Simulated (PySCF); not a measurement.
InCl₃, SMILES [Cl][In]([Cl])[Cl].

Geometry: PBE0-D3(BJ)/def2-SVP. The isomer is the one that the SMILES or the coordinates give; other isomers of the formula were not compared. The def2 effective core potentials stand for the cores of In; spin–orbit coupling is left out.

Two levels are set side by side: PBE/def2-TZVPD (PySCF) and CAM-B3LYP/def2-TZVPD (PySCF). Same geometry, gas phase. Differences are taken from unrounded values.

```csv
quantity,CAM-B3LYP,PBE,PBE minus CAM-B3LYP
orbital gap (eV),8.61,4.01,-4.59
highest occupied level (eV),-10.87,-8.05,2.82
lowest empty level (eV),-2.26,-4.04,-1.78
mean polarisability (bohr³),78.5,83.3,4.8
```

Without exact exchange PBE keeps part of each electron's self-repulsion, which lifts occupied levels and narrows the gap. PBE's more diffuse valence density responds more strongly to a field. Differences between two approximate levels are no errors against the true value.

Rough cost on one machine, each run with all the roots and properties that it gave: CAM-B3LYP against PBE within a factor of 2.
